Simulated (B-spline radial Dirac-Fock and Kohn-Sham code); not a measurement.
# Magnetic form factor of the 4f shell of W²⁵⁺

System: W²⁵⁺, 1s2 2s2 2p6 3s2 3p6 3d10 4s2 4p6 4d10 4f3.

The computed values come from a B-spline atomic structure program: Dirac-Fock densities. ⟨j_K⟩ is the integral of the 4f radial density with the spherical Bessel function j_K(4πsr), s = sin θ/λ.

Hund's rules give S = 3/2, L = 6, J = 9/2 for 4f3, so g = 0.727, and the dipole approximation is F = ⟨j0⟩ + C₂⟨j2⟩ with C₂ = (2 − g)/g = 1.750.

```
s (Å⁻¹)     ⟨j0⟩    ⟨j2⟩    ⟨j4⟩    ⟨j6⟩  F (dipole)
      0   1.0000  0.0000  0.0000  0.0000      1.0000
   0.05   0.9957  0.0017  0.0000  0.0000      0.9987
    0.1   0.9828  0.0068  0.0000  0.0000      0.9948
   0.15   0.9617  0.0152  0.0001  0.0000      0.9883
    0.2   0.9330  0.0264  0.0003  0.0000      0.9792
   0.25   0.8973  0.0402  0.0007  0.0000      0.9675
    0.3   0.8554  0.0559  0.0014  0.0000      0.9533
   0.35   0.8084  0.0732  0.0025  0.0001      0.9366
    0.4   0.7573  0.0915  0.0040  0.0001      0.9174
   0.45   0.7032  0.1101  0.0061  0.0002      0.8958
    0.5   0.6470  0.1285  0.0089  0.0004      0.8720
    0.6   0.5329  0.1630  0.0163  0.0010      0.8182
    0.7   0.4222  0.1916  0.0263  0.0023      0.7575
    0.8   0.3205  0.2122  0.0384  0.0043      0.6919
    0.9   0.2314  0.2240  0.0517  0.0074      0.6234
      1   0.1569  0.2271  0.0655  0.0114      0.5542
    1.1   0.0970  0.2225  0.0787  0.0165      0.4864
    1.2   0.0508  0.2119  0.0904  0.0224      0.4215
    1.4  -0.0071  0.1788  0.1074  0.0357      0.3058
    1.6  -0.0320  0.1397  0.1145  0.0488      0.2125
```

Radial moments of the shell: ⟨r²⟩ = 0.2352, ⟨r⁴⟩ = 0.09125, ⟨r⁶⟩ = 0.05313 in powers of bohr.
